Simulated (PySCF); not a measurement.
**How the method moves the HOMO and LUMO of `OB(O)[C@H]1C=N1`**

Compound: C2H4BNO2.
Structure used (PBE0-D3(BJ)/def2-SVP), in Å, numbered top down from 1:
```
atom  x, y, z in Å
O1    -1.536   -0.658   -0.801
B2    -0.634   -0.172    0.100
O3    -0.929    0.151    1.391
C4     0.834    0.043   -0.390
C5     1.740    0.974    0.278
N6     1.982   -0.192    0.634
H7    -2.431   -0.772   -0.471
H8    -1.831   -0.030    1.670
H9     1.080   -0.257   -1.418
H10    2.093    1.993    0.457
```

Basis pcSseg-2 throughout (PySCF), one geometry. One conformer (not necessarily the lowest) at the PBE0-D3(BJ)/def2-SVP geometry, without solvent, vibrations or thermal averaging.

**Question.** How do the orbital energies, the gap and the dipole change with the method?

**Answer.** 
| method | kind | HOMO (eV) | LUMO (eV) | gap (eV) | μ (D) | SCF cycles |
| --- | --- | --- | --- | --- | --- | --- |
| BLYP | GGA | -6.30 | -1.46 | 4.84 | 3.20 | 16 |
| B97-D | GGA | -6.40 | -1.46 | 4.94 | 3.19 | 16 |
| OPBE | GGA | -6.41 | -1.44 | 4.98 | 3.12 | 16 |
| PBE | GGA | -6.44 | -1.59 | 4.85 | 3.17 | 16 |
| KT2 | GGA | -6.52 | -1.54 | 4.98 | 3.06 | 16 |
| BP86 | GGA | -6.53 | -1.66 | 4.88 | 3.18 | 16 |
| KT3 | GGA | -6.53 | -1.51 | 5.03 | 3.05 | 16 |
| LDA | LDA | -6.59 | -1.85 | 4.75 | 3.27 | 16 |
| B97-2 | global hybrid | -7.49 | -0.49 | 6.99 | 3.24 | 14 |
| B3LYP | global hybrid | -7.52 | -0.71 | 6.81 | 3.28 | 14 |
| PBE0 | global hybrid | -7.76 | -0.44 | 7.32 | 3.26 | 14 |
| mPW1PW91 | global hybrid | -7.78 | -0.45 | 7.33 | 3.27 | 14 |
| BHandHLYP | global hybrid | -8.94 | 0.42 | 9.37 | 3.38 | 13 |
| CAM-B3LYP | range-separated hybrid | -9.12 | 0.55 | 9.68 | 3.37 | 14 |
| wB97X-D | range-separated hybrid | -9.61 | 1.48 | 11.09 | 3.34 | 15 |
| LC-wPBE | range-separated hybrid | -10.49 | 1.80 | 12.29 | 3.41 | 14 |
| HF | Hartree–Fock | -10.74 | 2.21 | 12.94 | 3.52 | 12 |

The HOMO spans 4.43 eV, from BLYP down to HF, and the gap runs from 4.75 eV (LDA) to 12.94 eV (HF). Over the methods BLYP (0 %), B97-D (0 %), OPBE (0 %), PBE (0 %), KT2 (0 %), BP86 (0 %), KT3 (0 %), LDA (0 %), B97-2 (21 %), B3LYP (20 %), PBE0 (25 %), mPW1PW91 (25 %), BHandHLYP (50 %), HF (100 %), a straight line through the gap against the share of exact exchange rises by 0.83 eV for each 10 % (correlation coefficient 0.996). The dipole ranges from 3.05 D (KT3) to 3.52 D (HF). This basis has no diffuse functions.

The vertical ΔSCF ionisation energy at wB97X-D/def2-SVPD is 10.14 eV; −ε(HOMO) comes closest to it with LC-wPBE (10.49 eV).
